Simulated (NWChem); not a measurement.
System: BeH2; SMILES [BeH2]

```xyz
3

Be     0.0000     0.0000     0.0000
H      0.0000     0.0000     1.3390
H      0.0000     0.0000    -1.3390
```
Atoms are numbered in this order, from 1.

Level: PBE0/def2-SVP (NWChem), optimised geometry, unscaled harmonic frequencies. 

### Question
List the harmonic frequencies with IR intensities, and the thermochemistry.

### Answer
```
frequency (cm⁻¹)  IR intensity (km/mol)
----------------  ---------------------
755                               247.0
755                               247.0
2034                                0.0
2247                              214.3
```

| Quantity | Value |
|---|---|
| zero-point energy | 8.3 kcal/mol |
| thermal correction to the enthalpy at 298.15 K (with zero-point energy) | 10.5 kcal/mol |
| heat capacity Cv | 6.4 cal/(mol K) |
| entropy at 298.15 K and 1 atm (symmetry number 2) | 41.8 cal/(mol K) |
| dipole moment | 0.00 D |

Rigid rotor and harmonic oscillator.
